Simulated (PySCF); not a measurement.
Br₂GaH.

```xyz
4

Ga     0.0000     0.0000     0.8110
H      0.0000     0.0000     2.3615
Br     0.0000     1.9329    -0.3929
Br     0.0000    -1.9329    -0.3929
```
Charge 0, spin multiplicity 1.

Geometry: PBE0-D3(BJ)/def2-SVP.

Computed with PBE/pcSseg-1 (PySCF). Non-relativistic, no solvent.

Computed absolute GIAO shielding of each atom: isotropic value and principal components (ppm):
```json
[
 {"atom": "Ga1", "σ(iso)": "1178.4", "σ11": "1096.4", "σ22": "1209.3", "σ33": "1229.6", "span": "133.2"},
 {"atom": "H2", "σ(iso)": "24.3", "σ11": "17.0", "σ22": "18.8", "σ33": "37.2", "span": "20.2"},
 {"atom": "Br3", "σ(iso)": "2198.2", "σ11": "1630.5", "σ22": "2354.0", "σ33": "2610.0", "span": "979.6"},
 {"atom": "Br4", "σ(iso)": "2198.2", "σ11": "1630.5", "σ22": "2354.0", "σ33": "2610.0", "span": "979.6"}
]
```
